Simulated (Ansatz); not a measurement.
These are frozen-core CCSD(T)/cc-pVQZ // B3LYP-D3(BJ)/def2-TZVP in Ansatz (an electronic-structure program) values and carry that method's errors. The restricted HF reference is unstable towards unrestricted orbitals.

Ansatz 0.2 input:
```yaml
crystal:
  periodic: [false, false, false]
  atoms:
    - { symbol: B, position_ang: [-0.813871, -0.608907, -0.00735] }
    - { symbol: B, position_ang: [1.003649, 0.15986, -0.00208] }
    - { symbol: B, position_ang: [-0.354235, 0.837024, 0.01799] }
    - { symbol: H, position_ang: [-0.967756, -1.774441, -0.028961] }
    - { symbol: H, position_ang: [1.947526, -0.541122, -0.020554] }
    - { symbol: H, position_ang: [-0.815315, 1.927586, 0.040956] }
basis:
  gaussian: { orbitals: cc-pVQZ }
correlation:
  method: ccsd_t
```

Output:

```
Functional definition: HF
1510 factors; integrals over basis functions are off by at most 9.8e-4 eV
mean field evaluation 1: about -2057.0055 eV, gradient 2.5e1 eV
mean field evaluation 2: about -2057.0073 eV, gradient 2.5e1 eV
mean field evaluation 4: about -2059.2218 eV, gradient 2.4e0 eV
mean field evaluation 8: about -2059.2561 eV, gradient 1.9e-1 eV
mean field evaluation 16: about -2059.2531 eV, gradient 4.4e-1 eV
mean field evaluation 32: about -2055.9556 eV, gradient 1.2e0 eV
mean field -2059.25661710 eV, -75.6762848643 hartree, gradient 4.1e-6 eV, S^2 0.000000; 1 other end points of the search recorded, 0 dependent functions left out; unrestricted orbitals would lower it
determinant -2059.25661710 eV, -75.6762848643 hartree, with singles and doubles -2068.90436638 eV, -76.0308331107 hartree
determinant -2055.95964958 eV, -75.5551235425 hartree, with singles and doubles -2065.14026220 eV, -75.8925048337 hartree
3 core orbitals not correlated
reference -2059.25661710 eV, -75.6762848643 hartree; 6, 6 occupied and 246, 246 virtual orbitals, 1510 factors
second order -8.61829405 eV of doubles, -0.00000000 eV of singles
cycle   1  -9.27986911 eV  change   -7.7e-1 eV  update   2.6e-2
cycle   2  -9.32361374 eV  change   -4.4e-2 eV  update   5.7e-3
cycle   3  -9.31929387 eV  change    4.3e-3 eV  update   2.3e-3
cycle   4  -9.32000860 eV  change   -7.1e-4 eV  update   7.8e-4
cycle   5  -9.32014064 eV  change   -1.3e-4 eV  update   3.8e-4
cycle   6  -9.32023998 eV  change   -9.9e-5 eV  update   1.5e-4
cycle   7  -9.32032663 eV  change   -8.7e-5 eV  update   5.7e-5
cycle   8  -9.32034275 eV  change   -1.6e-5 eV  update   1.6e-5
cycle   9  -9.32034205 eV  change    6.9e-7 eV  update   6.4e-6
perturbative correction -0.54319719 eV, -0.0199621286 hartree
Total energy: -2069.12015635 eV, -76.0387632458 hartree
```

Cost: about 60 core-seconds (a rough figure).
